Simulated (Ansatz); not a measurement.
Born–Oppenheimer molecular dynamics of F3HOZr (6 atoms, charge 0, multiplicity 1). It starts from a relaxed structure.

All numbers below come from Ansatz 0.2.0, RKS PBE0-D4/def2-SVP.

- ensemble: NVT, Langevin thermostat
- time step: 0.5 fs
- steps asked: 59
- set temperature: 1000 K
- friction: 0.05 /fs
- seed: 405037

Frames 0.5 fs apart, positions in Å, forces in eV/Å.

Velocities at 20.0 fs (Å/ps):

```
Zr -0.98 0.59 1.13
O -1.66 -9.71 5.51
H -10.48 -0.06 -17.57
F 4.31 0.26 -7.26
F -4.96 8.46 9.72
F 0.65 12.55 -7.53
```

```xyz
6
Properties=species:S:1:pos:R:3:forces:R:3 time_fs=20.0 energy_less_start_eV=0.392 T=785
Zr -0.114 -0.014 0.036 0.50 -1.96 -1.71
O -0.349 -0.172 1.944 0.91 -1.72 1.98
H -0.082 -0.726 2.766 -0.84 1.67 -2.24
F 1.751 0.033 -0.539 -1.13 -0.04 0.57
F -0.948 1.499 -0.666 -0.33 0.83 0.00
F -0.979 -1.423 -1.079 0.90 1.22 1.39
6
Properties=species:S:1:pos:R:3:forces:R:3 time_fs=20.5 energy_less_start_eV=0.341 T=759
Zr -0.114 -0.014 0.037 0.53 -1.85 -1.68
O -0.349 -0.176 1.947 0.74 -1.36 1.35
H -0.091 -0.720 2.755 -0.66 1.31 -1.69
F 1.753 0.033 -0.542 -1.21 -0.04 0.60
F -0.951 1.503 -0.662 -0.29 0.75 0.04
F -0.978 -1.416 -1.082 0.88 1.19 1.38
6
Properties=species:S:1:pos:R:3:forces:R:3 time_fs=21.0 energy_less_start_eV=0.291 T=937
Zr -0.115 -0.014 0.037 0.57 -1.72 -1.62
O -0.348 -0.181 1.950 0.47 -0.77 0.38
H -0.101 -0.707 2.742 -0.38 0.72 -0.81
F 1.754 0.033 -0.544 -1.27 -0.04 0.62
F -0.955 1.507 -0.658 -0.24 0.67 0.08
F -0.976 -1.409 -1.084 0.85 1.14 1.35
6
Properties=species:S:1:pos:R:3:forces:R:3 time_fs=21.5 energy_less_start_eV=0.274 T=934
Zr -0.116 -0.014 0.038 0.59 -1.62 -1.54
O -0.348 -0.186 1.954 0.11 0.05 -0.96
H -0.114 -0.695 2.725 0.00 -0.10 0.44
F 1.755 0.032 -0.547 -1.31 -0.04 0.63
F -0.958 1.511 -0.653 -0.20 0.60 0.10
F -0.975 -1.403 -1.086 0.83 1.10 1.33
6
Properties=species:S:1:pos:R:3:forces:R:3 time_fs=22.0 energy_less_start_eV=0.309 T=904
Zr -0.116 -0.013 0.038 0.58 -1.55 -1.45
O -0.347 -0.193 1.958 -0.31 1.03 -2.57
H -0.126 -0.685 2.708 0.43 -1.07 1.94
F 1.754 0.033 -0.550 -1.34 -0.04 0.64
F -0.962 1.514 -0.648 -0.17 0.55 0.12
F -0.975 -1.397 -1.087 0.82 1.08 1.31
6
Properties=species:S:1:pos:R:3:forces:R:3 time_fs=22.5 energy_less_start_eV=0.377 T=835
Zr -0.116 -0.012 0.038 0.57 -1.52 -1.35
O -0.346 -0.200 1.962 -0.67 1.93 -4.07
H -0.134 -0.679 2.696 0.81 -1.95 3.32
F 1.754 0.034 -0.552 -1.37 -0.04 0.65
F -0.966 1.517 -0.642 -0.15 0.51 0.14
F -0.977 -1.391 -1.089 0.81 1.07 1.30
6
Properties=species:S:1:pos:R:3:forces:R:3 time_fs=23.0 energy_less_start_eV=0.432 T=625
Zr -0.116 -0.011 0.038 0.57 -1.49 -1.24
O -0.345 -0.207 1.967 -0.89 2.49 -5.03
H -0.138 -0.679 2.692 1.03 -2.49 4.15
F 1.755 0.035 -0.553 -1.41 -0.03 0.66
F -0.969 1.520 -0.637 -0.13 0.48 0.16
F -0.979 -1.386 -1.090 0.81 1.05 1.30
6
Properties=species:S:1:pos:R:3:forces:R:3 time_fs=23.5 energy_less_start_eV=0.439 T=729
Zr -0.116 -0.010 0.038 0.58 -1.46 -1.14
O -0.343 -0.213 1.970 -0.91 2.54 -5.22
H -0.136 -0.681 2.696 1.06 -2.53 4.24
F 1.757 0.035 -0.554 -1.45 -0.03 0.66
F -0.972 1.522 -0.633 -0.10 0.44 0.17
F -0.980 -1.380 -1.092 0.81 1.04 1.29
6
Properties=species:S:1:pos:R:3:forces:R:3 time_fs=24.0 energy_less_start_eV=0.386 T=722
Zr -0.116 -0.008 0.038 0.58 -1.43 -1.07
O -0.340 -0.218 1.972 -0.68 2.00 -4.46
H -0.129 -0.687 2.711 0.83 -1.96 3.38
F 1.758 0.037 -0.555 -1.48 -0.03 0.67
F -0.976 1.526 -0.630 -0.07 0.39 0.19
F -0.982 -1.375 -1.094 0.81 1.03 1.28
6
Properties=species:S:1:pos:R:3:forces:R:3 time_fs=24.5 energy_less_start_eV=0.315 T=893
Zr -0.117 -0.006 0.038 0.57 -1.42 -1.00
O -0.339 -0.223 1.974 -0.28 1.09 -3.06
H -0.117 -0.697 2.735 0.44 -1.03 1.91
F 1.758 0.038 -0.555 -1.50 -0.03 0.67
F -0.981 1.529 -0.626 -0.05 0.36 0.21
F -0.984 -1.371 -1.095 0.81 1.03 1.28
6
Properties=species:S:1:pos:R:3:forces:R:3 time_fs=25.0 energy_less_start_eV=0.280 T=933
Zr -0.117 -0.004 0.038 0.57 -1.41 -0.91
O -0.338 -0.228 1.976 0.16 0.16 -1.56
H -0.102 -0.711 2.764 0.00 -0.07 0.33
F 1.758 0.040 -0.555 -1.51 -0.03 0.66
F -0.986 1.532 -0.623 -0.03 0.33 0.22
F -0.985 -1.367 -1.096 0.81 1.01 1.27
6
Properties=species:S:1:pos:R:3:forces:R:3 time_fs=25.5 energy_less_start_eV=0.295 T=853
Zr -0.118 -0.003 0.038 0.54 -1.39 -0.82
O -0.338 -0.233 1.978 0.56 -0.62 -0.27
H -0.089 -0.725 2.795 -0.40 0.73 -1.04
F 1.757 0.042 -0.555 -1.49 -0.02 0.65
F -0.991 1.534 -0.618 -0.01 0.30 0.23
F -0.986 -1.363 -1.095 0.80 1.00 1.25
```

Of the whole run (30 fs, mean temperature of the second half 803 K): The mean temperature of the second half is 20 % below the set value. A run of 0.029 ps of so small a system gives no equilibrium averages.

The run took 120 s on 2 threads of Intel(R) Xeon(R) Platinum 8488C (Sapphire Rapids) (shared host), peak memory 0.21 GiB.
